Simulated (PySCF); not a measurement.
**State search for MgBi**

Unrestricted PBE0; basis Mg def2-SVP, Bi def2-SVP with ECP60; scalar-relativistic core potentials; PySCF 2.14. Outer shells of the fragments: Mg 3s2; Bi 5d10 6s2 6p3.

Followed along the bond (rough minima from three points):

```
2Ms+1   unpaired  ⟨S²⟩ at the start  R at minimum (Å)  Te (eV)
    4  σ ↑, π ↑↑               3.76              2.97     0.00
    2  σ ↓, π ↑↑               1.76              2.89     0.21
    2  σ ↑, π ↑↓               1.76              2.91     0.42
    2        π ↑               0.82              2.68     0.48
    2        σ ↑               0.76              2.90     1.26
```

Solutions found at the starting distance of 2.815 Å, counted from the lowest of them; the search is not exhaustive and high or unbound solutions are not listed, so other states can lie among these:

```tsv
2Ms+1	unpaired	term	E (eV)	⟨S²⟩	⟨Lz²⟩	μ (D)
4	σ ↑, π ↑↑	⁴Σ⁻	0.00	3.76	0.00	-0.63
2	σ ↓, π ↑↑	mixed	0.19	1.76	0.00	-0.94
2	σ ↑, π ↑↓	mixed	0.41	1.76	2.01	-0.77
2	π ↑	²Π	0.50	0.82	1.01	-4.19
2	σ ↑	mixed	1.24	0.76	2.00	-0.60
4	σ ↑↑, π ↑	⁴Π	1.85	3.76	1.02	-2.45
```

A term symbol is given only where ⟨S²⟩ and ⟨Lz²⟩ are close to those of a pure state; real π, δ and φ orbitals otherwise mix terms. A positive dipole means Mg(−)Bi(+).

These are scalar-relativistic numbers at best; spin–orbit coupling would shift them, the dissociation energy most. Counting both spins, an empty level lies below a filled one in some of these solutions, because spin and occupation are held.
